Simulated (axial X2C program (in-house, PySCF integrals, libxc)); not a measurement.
**Low determinants of ScF⁺ at the PBE0 level, two-component**

Computed with an axial X2C code built on PySCF integrals. Two-component (2c) means X2C with spin–orbit coupling and atomic mean-field two-electron Coulomb and Gaunt terms. Basis: Sc dyall-cv3z [10s11p7d5f2g], F dyall-av3z [7s6p3d2f] (cores contracted in-house); Gaussian nuclei, density fitting, unrestricted open shells. Masses: Sc 44.956 u, F 18.998 u.

Search at 1.783 Å (vertical energies from the lowest determinant):

```tsv
ΔE (eV)	state	electrons beyond evenly filled partner blocks	electrons in ±ω = 1/2, 3/2, 5/2, 7/2
0.00	Ω = 3/2	ω = 3/2	22 7 0 0
0.02	Ω = 5/2	ω = 5/2	22 6 1 0
0.34	Ω = 1/2	ω = 1/2	23 6 0 0
7.37	Ω = 5/2	ω = -1/2, 2 × ω = 3/2	23 6 0 0
7.37	Ω = 9/2	ω = 1/2, ω = 3/2, ω = 5/2	23 5 1 0
```

Lowest determinant, Ω = 3/2 (⟨Sz⟩ = -0.50, ⟨Lz⟩ = 2.00 at PBE0): Re = 1.778 Å, ωe = 760.6 cm⁻¹.

The determinant in row 2 of the search, Ω = 5/2 (⟨Sz⟩ = 0.50, ⟨Lz⟩ = 2.00 at PBE0), was followed along the bond at PBE0; measured from the minimum of the lowest determinant it gives:

Te = 0.018 eV (142 cm⁻¹), Re = 1.778 Å, ωe = 760.7 cm⁻¹.

Task: Compare the bond of the determinant in row 2 with that of the lowest one.

Result: At PBE0 its Re is the same within 0.001 Å and its force constant, which goes as ωe², is 1.00 times that of the lowest determinant. T0 ≈ Te + Δωe/2 = 142 + (0) = 142 cm⁻¹.

The search compares states at one distance, so a state with another bond length can lie lower; it is not exhaustive and yields mostly the lowest determinant of each block pattern, so other components and higher states of one pattern are missing. These are energies of single determinants, not of spin-adapted states; PBE0 term energies can be off by some tenths of an eV, and the functional has no current term. The lowest determinant need not be the ground state where others lie within half an eV.
